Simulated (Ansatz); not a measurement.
## Energy profile

The step: SiH₃Cl ([SiH3][Cl]) + AlH₂F ([F][AlH2]) → AlH₂Cl ([AlH2][Cl]) + SiH₃F ([F][SiH3]) (still joined by a long Al–F bond); bonds formed: F2–Si5; dative contacts that become bonds: Al1–Cl6; bonds broken: Si5–Cl6; bonds weakened to dative contacts: Al1–F2 (atoms numbered as in the saddle structure below).

Al1  (-1.545, -0.262, -0.773)
F2  (-0.236, 0.921, -0.352)
H3  (-1.381, -0.701, -2.277)
H4  (-2.885, 0.170, -0.068)
Si5  (1.233, 0.279, 0.608)
Cl6  (-0.314, -1.580, 0.584)
H7  (2.036, 0.072, -0.610)
H8  (1.829, -0.541, 1.696)
H9  (1.264, 1.642, 1.190)
(Å)

Electronic energies by CCSD(T) at an estimated basis limit (MP2 extrapolated from triple and quadruple zeta, plus CCSD(T) − MP2 in triple zeta), on PBE0-D4/def2-TZVP structures; AlSiH5ClF, singlet; no counterpoise correction. Program: Ansatz 0.2.0. Basis: def2-TZVPP and def2-QZVPP. Cores are frozen in the correlated methods. Extrapolation: Hartree–Fock as exp(−7.88 √X), correlation as X^−2.97.

Q: Give the profile in eV, counted from the separated reactants. (To be estimated.)

A: The calculation gives:
| point | eV |
| --- | --- |
| separated: AlH2F (linked as [F][AlH2]; Al1, F2, H3, H4; singlet) + SiH3Cl (linked as [SiH3][Cl]; Si5, Cl6, H7, H8, H9; singlet) | 0.000 |
| start structure | -0.439 |
| saddle | -0.050 |
| end structure | -0.733 |
| separated: AlH2Cl (linked as [AlH2][Cl]; Al1, H3, H4, Cl6; singlet) + SiH3F (linked as [F][SiH3]; F2, Si5, H7, H8, H9; singlet) | -0.143 |

T1 diagnostic: at most 0.013.

Ligand swaps between two centres remove the fluorinated layer in thermal atomic layer etching, and scramble precursors in the gas phase.

For scale, one of the runs: CCSD(T)/def2-TZVPP, 227 basis functions, launched by `ansatz run in.yaml --threads 4 --pin off --events-out ev --progress --plain --max-ram 9574MiB`. The run took 77 s on 4 CPU threads of an Arm Neoverse V1 (shared host), with 3.4 GiB of host memory at its peak.
